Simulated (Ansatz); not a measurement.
BH$_{3}$OS$_{2}$ (`OB(S)S`), relaxed with RKS PBE0-D4/def2-TZVP in Ansatz from a PBE-D4/def2-SVP geometry. The force threshold is 0.005 eV/Å; the program also tests the step.

Charge 0, multiplicity 1.

Start:

```xyz
7

O     0.755   -0.616    1.160
B     0.024    0.125    0.275
S    -0.673    1.674    0.948
S    -0.291   -0.303   -1.481
H     1.139   -1.426    0.784
H    -1.312    2.049   -0.193
H     0.358   -1.503   -1.492
```

```csv
step,energy (eV),largest force (eV/Å),largest move (Å)
1,-24437.2146,0.659,0.000
2,-24437.2330,0.207,0.014
3,-24437.2360,0.021,0.009
4,-24437.2361,0.021,0.006
5,-24437.2362,0.013,0.006
6,-24437.2362,0.002,0.003
```

End:

```xyz
7

O     0.759   -0.611    1.144
B     0.021    0.122    0.274
S    -0.675    1.661    0.937
S    -0.309   -0.318   -1.461
H     1.123   -1.421    0.784
H    -1.292    2.043   -0.191
H     0.373   -1.476   -1.487
```

It took 12 s on 2 threads of a server CPU on a shared host, with 0.34 GiB of host memory at the peak.
